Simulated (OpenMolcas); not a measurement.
What dynamic correlation does to the levels of Ar³⁺

```json
{"Program": "OpenMolcas 26.06", "Basis": "ANO-R1 [4s3p1d]", "Scalar Hamiltonian": "X2C, finite nucleus", "Active space": "3 electrons in 3 orbitals (3p)", "State averaging": "2S+1 = 4 odd, 1 root; 2S+1 = 2 odd, 8 roots", "Spin-orbit coupling": "RASSI with atomic mean-field integrals over the reference wave functions, term energies averaged over their components"}
```

Methods on the same reference wave functions:
A. CASSCF
B. SS-CASPT2, IPEA 0.25 Eh, imaginary shift 0.1 Eh (closed shells correlated: 2s 2p 3s)

Energies in cm-1 above 3s2 3p3 4S* 3/2, the measured ground level; measured values from Saloman, J. Phys. Chem. Ref. Data 39, 033101 (2010).

| Level | A | B | Measured |
| --- | --- | --- | --- |
| 3s2 3p3 4S* 3/2 | 0.0 | 0.0 | 0.0 |
| 3s2 3p3 2D* 3/2 | 25786 | 23760 | 21091 |
| 3s2 3p3 2D* 5/2 | 25894 | 23890 | 21220 |
| 3s2 3p3 2P* 1/2 | 43033 | 38660 | 34855 |
| 3s2 3p3 2P* 3/2 | 43177 | 38820 | 35032 |

Deviations, from unrounded energies. A percentage is the sum of absolute deviations over the sum of measured energies, with the sign that they share, or ± where signs differ.

| Against measurement | Levels | A | B |
| --- | --- | --- | --- |
| mean absolute deviation (cm-1) | 4 | 6400 | 3200 |
| other terms of the ground configuration (%) | 4 | +22.9 | +11.5 |

B lies closest to measurement on these levels. The largest miss of B in the table is 3s2 3p3 2P* 1/2, by +3800 cm-1. The ranking rests on the paired levels alone, and a cruder setting can come out closer through cancelling errors.

From A to B the spin-free energies of the other terms of 3s2 3p3 shown, above 4S*, scale by factors of 0.90 to 0.92.

The lowest spin-free term lies below A's lowest term by 0.086 hartree in B.

CASPT2 does not keep the components of a term degenerate, so their means are used; among the terms shown or strongly mixed into the levels shown the widest spread is 220 cm-1 (3s2 3p3 2D*, B). With the s shell closed, the reference lacks s² → p² mixing. The basis is small and was not contracted for so high a charge. Computed and measured levels are paired by configuration, term and J; levels that our copy of the source lacks, or whose pairing is in doubt (as where it misses far off the trend of its configuration), stay unpaired and out of the deviations. Levels of configurations outside the active space are missing.

* marks odd parity.
